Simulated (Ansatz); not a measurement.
Reaction (hydrogenolysis of a C–O bond): `O[CH]1[NH][GeH2]1` + H₂ → `[CH2]1[NH][GeH2]1` + H₂O

Isolated molecules relaxed with PBE0-D4/def2-TZVP in Ansatz; ΔE leaves out vibrations. CBS: MP2 limit from def2 TZ/QZ plus the TZ coupled-cluster correction, frozen cores. This one scheme is used for every species. Functionals use def2-TZVPP. For Ge outer-core shells are correlated without core-valence functions, which leaves a few kJ/mol of doubt a bond. Scalar relativity is left out up to krypton. Each species was taken in one conformer, which may not be the lowest.

```tsv
level	ΔE (kcal/mol)
PBE-D4	-18.9
PBE	-19.9
r2SCAN	-21.6
MP2/def2-TZVPP	-30.4
SCS-MP2/def2-TZVPP	-28.5
CCSD(T)/def2-TZVPP	-27.0
HF/def2-QZVPP	-22.6
MP2/def2-QZVPP	-31.1
```

What does CCSD(T)/CBS give? (Estimate.)

The calculation gave: -28.0 kcal/mol. The listed levels differ from it by 9.1, 8.1, 6.4, -2.4, -0.5, 1.0, 5.4, -3.1 kcal/mol.

Largest T1 diagnostic among the species: 0.014.

In def2-TZVPP, CCSD(T) changes the Hartree–Fock value by −4.6 kcal/mol (the triples alone add +1.0 kcal/mol) and MP2 by −8.1 kcal/mol. The D4 term adds +1.6 kcal/mol with B3LYP and +0.9 kcal/mol with PBE0; it sums over pairs of atoms, weighted by their polarisabilities, and B3LYP, whose exchange is more repulsive, gets the larger term.

B3LYP here is the variant with VWN-RPA as its local correlation; programs differ in this.
